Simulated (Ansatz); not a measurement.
BeCl2 (SMILES [Cl][Be][Cl]) moved off its minimum; all values from Ansatz (a first-principles code), cores frozen in correlated methods.
(charge 0, multiplicity 1)
```xyz
3

Be     0.09720    -0.10316    -0.00607
Cl    -0.02372    -0.09342    -1.79342
Cl    -0.08281    -0.06698     1.84161
```

```tsv
level	largest force (eV/Å)	on atom	rms difference from CCSD(T)/aug-cc-pV(T+d)Z (eV/Å)	dipole (D)
HF/def2-TZVPP	1.22	Be1	0.034	0.61
PBE/def2-TZVPP	1.14	Be1	0.042	0.50
r2SCAN/def2-TZVPP	1.17	Be1	0.014	0.53
B3LYP/def2-TZVPP	1.15	Be1	0.016	0.53
wB97M-V/def2-TZVPP	1.16	Be1	0.009	0.54
MP2/aug-cc-pV(T+d)Z	1.19	Be1	0.018	0.55
CCSD(T)/aug-cc-pV(T+d)Z	1.18	Be1	0.000	0.54
```

The differences count from one level among others, with limits of its own. Forces at CCSD(T)/aug-cc-pV(T+d)Z (eV/Å):

```json
[
 {"atom": "Be1", "Fx": "-0.311", "Fy": "0.053", "Fz": "1.140"},
 {"atom": "Cl2", "Fx": "0.106", "Fy": "-0.017", "Fz": "-0.272"},
 {"atom": "Cl3", "Fx": "0.205", "Fy": "-0.035", "Fz": "-0.868"}
]
```
